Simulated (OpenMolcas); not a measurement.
An atom or ion with 48 electrons was computed by SS-RASPT2, IPEA 0.25 Eh, imaginary shift 0.1 Eh with spin-orbit coupling (OpenMolcas, ANO-RCC-VTZP, DKH2). The lowest levels that the run gave, each within 12 % of the measured value where one is at hand:

```
J  Parity  E (cm⁻¹)      g
0    even       0.0       
0     odd     41840       
1     odd     42710  1.499
2     odd     44640  1.501
1     odd     61710  1.002
0    even    101670
```

Which ion is it, and what are the configurations and terms?

In II (Z = 49, charge +1; active space 2 electrons in 9 orbitals (RAS2 5s 5p; RAS3 5d, at most 2 electrons)). J, parity and g give the terms where levels are pure, and mixed ones are named by the computed weights; the size of the splittings, set against known spectra of the 48-electron sequence, gives the charge. In order, with the measured energies in cm⁻¹ (NIST Handbook of Basic Atomic Spectroscopic Data): 5s² ¹S₀, 5s 5p ³P°₀ (42276), 5s 5p ³P°₁ (43351), 5s 5p ³P°₂ (45830), 5s 5p ¹P°₁ (63038), 5p² ³P₀ (101608).

Active for correlation alone: 5d; no level in the range computed is led by a configuration that fills it, so any true level of that kind is missing. Measured partners are found by configuration, term and J. A level has none where our copy of the source lacks it or the pairing is in doubt (some pairs that miss far off the trend of their configuration count as doubtful), and it then counts in no deviation. Levels of configurations outside the active space are missing.

° marks odd parity.
